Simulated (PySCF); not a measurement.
Isomers of C7H11F.

All values: PBE0/def2-SVPD (PySCF) at GFN2-xTB geometries, gas phase, one conformer each. Core orbitals are frozen in the response; Δα² is half the sum of the squared differences of the principal polarisabilities.

Question: Rank by HOMO energy, highest first.
A. `[F:1][CH2:2][C:3]1=[CH:4][CH2:5][CH2:6][CH2:7][CH2:8]1` with F1–C2–C3–C4 -2°, C3–C4–C5–C6 -16°, C4–C5–C6–C7 47°, C5–C6–C7–C8 -64°, C6–C7–C8–C3 48°
B. `[CH2:1]=[CH:2][C@@H:3]1[C@H:4]([CH3:5])[CH2:6][C@H:7]1[F:8]` with C1–C2–C3–C4 -118°, C2–C3–C4–C5 -17°, C3–C4–C6–C7 13°, C4–C6–C7–F8 -131°, C2–C3–C7–C6 135°
C. `[CH2:1]=[C:2]1[CH2:3][CH2:4][CH2:5][C@H:6]([F:7])[CH2:8]1` with C1–C2–C3–C4 122°, C2–C3–C4–C5 56°, C3–C4–C5–C6 -58°, C4–C5–C6–F7 179°

Answer: A (-6.91 eV), C (-7.33 eV), B (-7.48 eV).

All values together:

| SMILES | μ (D) | HOMO (eV) | LUMO (eV) | α (Å³) | Δα (Å³) |
| --- | --- | --- | --- | --- | --- |
| C=C[C@H](F)/C=C/CC | 2.17 | -7.41 | -0.30 | 13.23 | 7.78 |
| FCC1=CCCCC1 | 2.04 | -6.91 | 0.42 | 11.99 | 3.91 |
| C=C1CCC[C@H](F)C1 | 1.94 | -7.33 | 0.11 | 12.09 | 3.80 |
| C=C[C@@H]1[C@H](C)C[C@H]1F | 1.97 | -7.48 | 0.08 | 12.16 | 3.88 |

Conformers: `[CH2:1]=[CH:2][C@H:3]([F:4])/[CH:5]=[CH:6]/[CH2:7][CH3:8]` with C1–C2–C3–F4 9°, C2–C3–C5–C6 -103°, C5–C6–C7–C8 121°; `[F:1][CH2:2][C:3]1=[CH:4][CH2:5][CH2:6][CH2:7][CH2:8]1` with F1–C2–C3–C4 -2°, C3–C4–C5–C6 -16°, C4–C5–C6–C7 47°, C5–C6–C7–C8 -64°, C6–C7–C8–C3 48°; `[CH2:1]=[C:2]1[CH2:3][CH2:4][CH2:5][C@H:6]([F:7])[CH2:8]1` with C1–C2–C3–C4 122°, C2–C3–C4–C5 56°, C3–C4–C5–C6 -58°, C4–C5–C6–F7 179°; `[CH2:1]=[CH:2][C@@H:3]1[C@H:4]([CH3:5])[CH2:6][C@H:7]1[F:8]` with C1–C2–C3–C4 -118°, C2–C3–C4–C5 -17°, C3–C4–C6–C7 13°, C4–C6–C7–F8 -131°, C2–C3–C7–C6 135°.
